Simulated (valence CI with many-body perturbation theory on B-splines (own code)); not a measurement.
# Pm30+: electric-dipole lines

Level of theory: configuration interaction combined with many-body perturbation theory (CI+MBPT): three valence electrons over a frozen Dirac-Fock core [Ar] 3d10, radial functions for each j: 11 s, 11 p, 10 d, 8 f, 5 g, 2 h, with the one-electron correlation potential Σ1, the two-electron term Σ2, the three-electron term Σ3, Breit, model QED; selected CI, second order for the rest, scaled by the run's own slope (own B-spline code, finite nucleus).

The last digits are not significant, and no measured levels were compared; by estimate large intervals hold to a few tenths of a per cent, small ones and those within an open d or f shell to about a per cent.

Lines 51 to 100 of 538 in falling wavelength, among levels below 480.31 eV, chosen from the strongest by gf and those to the six lowest levels. Wavelengths and rates use the calculated energies. Electric multipoles are in the length gauge with retardation, E1 and E2 with the static RPA response of the core. Weak lines are less certain than strong ones. Lines between different terms over intervals too small for the method are left out, as are lines whose strength nearly cancels. Where a level lies close to another of its J and parity, the split of strength between their lines is uncertain. The highest levels of a list are the least certain.

Levels are named by their leading jj configuration (3d3/2^4 stands for four electrons in 3d with j = 3/2), which in mixed levels can hold well under half, so a name can repeat and another be missing. Letters in brackets count levels of one name in rising energy.

```
λ vac (nm)                          Upper                       Lower   A (s⁻¹)  log gf  Branch %
     12.71          (4p3/2 4d5/2^2) J=7/2          (4s 4d5/2^2) J=5/2  2.23e+10   -0.36       6.3
     12.62          (4p3/2^2 4d5/2) J=7/2  (4s 4p3/2 4d5/2) J=5/2 [a]  2.40e+10   -0.34      12.6
     12.60  (4p1/2 4p3/2 4d5/2) J=7/2 [b]  (4s 4p1/2 4d5/2) J=5/2 [b]  2.53e+10   -0.32      14.1
     12.49  (4p1/2 4p3/2 4d5/2) J=7/2 [a]  (4s 4p1/2 4d5/2) J=5/2 [a]  4.36e+10   -0.09      53.0
     12.47      (4p1/2 4p3/2 4d3/2) J=5/2      (4s 4p1/2 4d3/2) J=5/2  2.75e+10   -0.41      36.1
     12.46     (4s 4p3/2 4d5/2) J=7/2 [b]          (4s^2 4d5/2) J=5/2  6.35e+10    0.07      24.7
     12.44          (4p3/2^2 4f5/2) J=9/2      (4s 4d3/2 4d5/2) J=9/2  1.35e+10   -0.50       3.8
     12.41          (4p3/2^2 4f7/2) J=9/2  (4s 4p3/2 4f7/2) J=7/2 [a]  3.49e+10   -0.09       9.1
     12.39      (4p3/2 4d3/2 4d5/2) J=9/2  (4s 4d3/2 4d5/2) J=7/2 [a]  2.90e+10   -0.18       6.3
     12.39  (4p3/2 4d3/2 4d5/2) J=7/2 [c]  (4s 4d3/2 4d5/2) J=5/2 [b]  2.70e+10   -0.30       6.1
     12.36          (4p3/2^2 4f7/2) J=7/2          (4s 4d5/2^2) J=5/2  2.43e+10   -0.35       7.4
     12.32     (4p3/2 4d3/2 4d5/2) J=11/2      (4s 4d3/2 4d5/2) J=9/2  6.51e+10    0.25      20.3
     12.25     (4s 4p3/2 4f7/2) J=9/2 [b]          (4s^2 4f7/2) J=7/2  3.16e+10   -0.15       7.8
     12.25         (4s 4p1/2 4d3/2) J=5/2  (4s 4p1/2 4p3/2) J=3/2 [b]  4.83e+09   -1.19       6.2
     12.18      (4p1/2 4p3/2 4d5/2) J=9/2      (4s 4p1/2 4d5/2) J=7/2  3.43e+10   -0.12      53.0
     12.17      (4p1/2 4p3/2 4d3/2) J=7/2      (4s 4p1/2 4d3/2) J=5/2  1.88e+10   -0.48      30.5
     12.12     (4s 4p3/2 4d3/2) J=5/2 [b]          (4s^2 4d3/2) J=3/2  6.27e+10   -0.08      15.6
     12.10  (4p3/2 4d3/2 4d5/2) J=7/2 [b]  (4s 4d3/2 4d5/2) J=7/2 [a]  1.94e+10   -0.47       2.9
     12.08     (4s 4p1/2 4d3/2) J=3/2 [a]      (4s 4p1/2 4p3/2) J=5/2  1.64e+10   -0.84      22.4
     12.06  (4p1/2 4p3/2 4f5/2) J=5/2 [a]      (4s 4p1/2 4f5/2) J=3/2  2.37e+10   -0.51       6.3
     12.05     (4p1/2 4p3/2 4f7/2) J=11/2      (4s 4p1/2 4f7/2) J=9/2  6.42e+10    0.22      47.9
     12.05  (4p1/2 4p3/2 4f7/2) J=9/2 [b]  (4s 4p1/2 4f7/2) J=7/2 [b]  8.02e+10    0.24      28.7
     12.03  (4p1/2 4p3/2 4f7/2) J=9/2 [a]      (4s 4p1/2 4f7/2) J=9/2  2.24e+10   -0.31       7.4
     12.00      (4p3/2^2 4d3/2) J=3/2 [b]  (4s 4p3/2 4d3/2) J=5/2 [b]  5.60e+10   -0.32      12.4
     11.97      (4p1/2 4p3/2 4f7/2) J=3/2      (4s 4p1/2 4f7/2) J=5/2  4.19e+10   -0.44      11.1
     11.95          (4p1/2 4p3/2^2) J=5/2      (4s 4p1/2 4p3/2) J=5/2  1.02e+10   -0.88      30.6
     11.93  (4p1/2 4p3/2 4f7/2) J=7/2 [a]      (4s 4p1/2 4f7/2) J=9/2  2.61e+10   -0.35       9.3
     11.92          (4p3/2^2 4f7/2) J=9/2  (4s 4p3/2 4f7/2) J=9/2 [a]  2.90e+10   -0.21       7.5
     11.89      (4p1/2 4p3/2 4f5/2) J=9/2       (4p3/2^2 4d5/2) J=7/2  2.28e+10   -0.32       7.1
     11.83  (4p3/2 4d3/2 4d5/2) J=7/2 [b]  (4s 4d3/2 4d5/2) J=5/2 [a]  1.93e+10   -0.49       2.9
     11.83      (4p3/2 4d3/2^2) J=3/2 [b]          (4s 4d3/2^2) J=1/2  4.39e+10   -0.43       6.7
     11.81      (4p1/2 4p3/2 4f5/2) J=7/2  (4s 4p1/2 4f5/2) J=5/2 [a]  2.62e+10   -0.36       8.3
     11.79  (4p1/2 4p3/2 4f7/2) J=7/2 [c]      (4s 4p1/2 4f7/2) J=5/2  1.28e+11    0.33      25.3
     11.79          (4p3/2 4d5/2^2) J=7/2      (4s 4d3/2 4d5/2) J=9/2  2.84e+10   -0.33       8.0
     11.79  (4p1/2 4p3/2 4f7/2) J=7/2 [b]  (4s 4p1/2 4f5/2) J=5/2 [b]  3.17e+10   -0.28       8.7
     11.78          (4p3/2^2 4d5/2) J=7/2      (4s 4p3/2 4d3/2) J=7/2  2.35e+10   -0.41      12.4
     11.75      (4p3/2^2 4d5/2) J=5/2 [a]  (4s 4p3/2 4d5/2) J=7/2 [a]  7.38e+10   -0.04      31.3
     11.74          (4p1/2 4p3/2^2) J=3/2      (4s 4p1/2 4p3/2) J=5/2  9.10e+09   -1.12       6.7
     11.74  (4p1/2 4p3/2 4f7/2) J=9/2 [a]  (4s 4p1/2 4f7/2) J=7/2 [a]  6.02e+10    0.09      19.9
     11.73  (4p1/2 4p3/2 4f7/2) J=5/2 [b]  (4s 4p1/2 4f7/2) J=7/2 [c]  5.62e+10   -0.16      23.5
     11.72     (4s 4p1/2 4p3/2) J=3/2 [b]          (4s^2 4p1/2) J=1/2  8.40e+10   -0.16      93.1
     11.72  (4p1/2 4p3/2 4f7/2) J=5/2 [a]  (4s 4p1/2 4f5/2) J=5/2 [b]  3.65e+10   -0.35      10.7
     11.70      (4p1/2 4p3/2 4f5/2) J=9/2  (4s 4p1/2 4f7/2) J=7/2 [c]  8.95e+10    0.26      27.9
     11.68  (4p1/2 4p3/2 4d3/2) J=3/2 [a]       (4p1/2 4p3/2^2) J=3/2  3.79e+10   -0.51      23.3
     11.67  (4p1/2 4p3/2 4d5/2) J=3/2 [b]  (4s 4p1/2 4d5/2) J=5/2 [b]  8.79e+10   -0.14      35.2
     11.67          (4p1/2 4p3/2^2) J=1/2  (4s 4p1/2 4p3/2) J=3/2 [b]  1.30e+11   -0.28      72.7
     11.65     (4s 4p3/2 4d3/2) J=1/2 [b]          (4s^2 4d3/2) J=3/2  9.76e+10   -0.40      18.9
     11.64  (4p1/2 4p3/2 4f7/2) J=7/2 [a]  (4s 4p1/2 4f7/2) J=7/2 [a]  4.53e+10   -0.13      16.1
     11.64  (4p1/2 4p3/2 4f5/2) J=5/2 [b]  (4s 4p1/2 4f7/2) J=7/2 [a]  3.54e+10   -0.37      13.0
     11.64          (4p3/2^2 4f7/2) J=9/2     (4s 4p3/2 4f7/2) J=11/2  2.72e+10   -0.26       7.0
```
